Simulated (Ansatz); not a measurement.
Computed with Ansatz on PBE0-D4/def2-TZVP structures; ΔE is electronic, products minus reactants. CCSD(T)/CBS is the MP2 limit (def2-TZVPP, def2-QZVPP) plus CCSD(T) − MP2 in def2-TZVPP, frozen cores. This one scheme is used for every species. DFT in def2-TZVPP. B3LYP here is the variant with VWN-RPA as its local correlation; programs differ in this. For Ge, Se outer-core shells are correlated without core-valence functions, which leaves a few kJ/mol of doubt a bond. Scalar relativity is left out up to krypton. Each species was taken in one conformer, which may not be the lowest.

Consider the redistribution: `[F][Al]([Cl])[SeH]` + `C[O][GeH2][Cl]` → `C[O][GeH2][SeH]` + `[F][Al]([Cl])[Cl]`.

`[F][Al]([Cl])[SeH]`:

Cartesian coordinates in Å:
```
F 1.383 0.435 -1.090
Al -0.100 -0.037 -0.573
Cl -1.557 -0.517 -1.970
Se -0.548 -0.161 1.667
H 0.822 0.281 1.966
```

`C[O][GeH2][Cl]`:

```xyz
9

C    -0.293    1.353    0.348
O     0.103    0.088    0.829
Ge    0.258   -1.226   -0.345
Cl    0.904   -2.902    0.808
H    -0.332    2.034    1.200
H     0.418    1.761   -0.382
H    -1.289    1.329   -0.114
H     1.342   -0.887   -1.380
H    -1.111   -1.550   -0.965
```

`C[O][GeH2][SeH]`:

Cartesian coordinates in Å:
```
C 0.274 1.533 0.385
O -0.701 0.537 0.584
Ge -0.737 -0.860 -0.508
Se 1.298 -2.041 -0.448
H 0.140 2.292 1.159
H 1.291 1.131 0.465
H 0.171 2.019 -0.594
H -0.878 -0.383 -1.964
H -1.906 -1.703 0.005
H 1.048 -2.526 0.915
```

`[F][Al]([Cl])[Cl]`:

Z-matrix (Å, degrees):
```
Al
F 1 1.633
Cl 1 2.065 2 119.3
Cl 1 2.065 2 119.3 3 -180.0
```

```tsv
level	ΔE (kJ/mol)
B3LYP-D4	-31.1
PBE	-27.5
HF/def2-QZVPP	-24.1
MP2/def2-QZVPP	-30.7
```

What does CCSD(T)/CBS give? (Estimate.)

Ansatz gave: -29.7 kJ/mol. The listed levels differ from it by -1.4, 2.2, 5.6, -1.0 kJ/mol.

Largest T1 diagnostic among the species: 0.011.

In def2-TZVPP, CCSD(T) changes the Hartree–Fock value by −5.1 kJ/mol (the triples alone add −0.5 kJ/mol) and MP2 by −6.4 kJ/mol.
